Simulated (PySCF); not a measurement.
# Dipole response of Br⁺ (bromine, charge +1)

[Ar] 3d10 4s2 4p4, high-spin 3P determinant. All numbers are calculated (PySCF 2.14, scalar relativity through the core potential, in aug-cc-pV5Z-PP with ECP10MDF (8s7p6d4f3g2h, 136 functions)). Coupled (time-dependent) response in atomic units; α is the mean over directions.

```tsv
method	mean α (bohr³)	α xx, yy, zz	C₆ (like pair)	S(−4)
M06-2X	12.62	12.33, 13.19, 12.33	77.10	34.48
```

S(−4) is the Cauchy moment in α(ω) = α(0) + S(−4) ω² + …

Spin-orbit coupling is absent.

α(iu) at M06-2X:

| u (hartree) | α(iu) (bohr³) |
| --- | --- |
| 0 | 12.62 |
| 0.0500 | 12.53 |
| 0.100 | 12.29 |
| 0.200 | 11.40 |
| 0.300 | 10.20 |
| 0.500 | 7.726 |
| 0.750 | 5.346 |
| 1.00 | 3.799 |
| 1.50 | 2.152 |
| 2.00 | 1.385 |
| 3.00 | 0.7323 |
| 5.00 | 0.3281 |

A single London oscillator, α(iu) = α/(1 + u²/ω²), gives C₆ = (3/4) ω α². Matching the computed C₆ needs ω = 4 × 77.10 / (3 × 12.62²) = 0.645 hartree.

For an ion, C₆ is the dispersion term alone; charge-induced terms of lower order in 1/R come first.

The components differ because the open shell of this determinant is not spherical; for a pure term their mean is the scalar polarisability.

Energies and moments cover only the electrons outside the core potential.
